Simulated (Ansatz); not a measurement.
`C[SiH2][NH][ZnH]` + H₂O → `C[SiH2]O` + `[NH2][ZnH]` at 600 K and 1 bar (formal hydrolysis of the Si–N bond).

Calculated with Ansatz (gas phase, PBE0-D4/def2-TZVP geometries, no zero-point term in ΔE). CCSD(T)/CBS is the MP2 limit (def2-TZVPP, def2-QZVPP) plus CCSD(T) − MP2 in def2-TZVPP, frozen cores. This one scheme is used for every species. For Zn outer-core shells are correlated without core-valence functions, which leaves a few kJ/mol of doubt a bond. Scalar relativity is left out up to krypton. Each species was taken in one conformer, which may not be the lowest.

| species | CCSD(T)/CBS energy (Eh) | H − E (kJ/mol) | S (J/(mol·K)) |
| --- | --- | --- | --- |
| `C[SiH2][NH][ZnH]` | -2164.46335 | 263.6 | 454.8 |
| H₂O | -76.37941 | 76.8 | 212.8 |
| `C[SiH2]O` | -405.96945 | 226.2 | 370.0 |
| `[NH2][ZnH]` | -1834.88092 | 113.5 | 307.4 |

H − E and S are ideal-gas, rigid-rotor, harmonic terms from PBE0-D4/def2-TZVP, for one conformer and one mirror image of each species. 1 Eh = 2625.50 kJ/mol, R = 8.31446 J/(mol·K).

Problem. By hand: ΔE, ΔH, ΔS and ΔG.

Solution. ΔE = (-405.96945) + (-1834.88092) − (-2164.46335) − (-76.37941) = -0.00761 Eh = -20.0 kJ/mol. Δ(H − E) = 226.2 + 113.5 − 263.6 − 76.8 = -0.7, so ΔH = -20.7 kJ/mol. ΔS = 370.0 + 307.4 − 454.8 − 212.8 = 9.8 J/(mol·K). ΔG = -20.7 − 600 × (9.8)/1000 = -26.6 kJ/mol.

Problem. By hand: the equilibrium constant, and the temperature at which ΔG would vanish if ΔH and ΔS stayed fixed.

Solution. log₁₀ K = −ΔG/(RT ln 10) = 2.3. ΔH and −TΔS have one sign here, so there is no such temperature.

The number of gas molecules stays the same, so ΔS is small and ΔH decides. A doubt of 5 kJ/mol in ΔE shifts log₁₀ K by 0.4 here. Other conformers and mirror images would add mixing entropy, several J/(mol·K) or more a flexible species. Modes under 60 cm⁻¹, often nearly free rotors, make the harmonic entropy too high. These are equilibria of isolated gas molecules and say nothing of rates. Largest T1 diagnostic: 0.016 (customary marks: 0.02 for closed shells, 0.045 for open ones).

ΔS is within the doubt of such terms, so its sign, and with it that verdict, could turn.
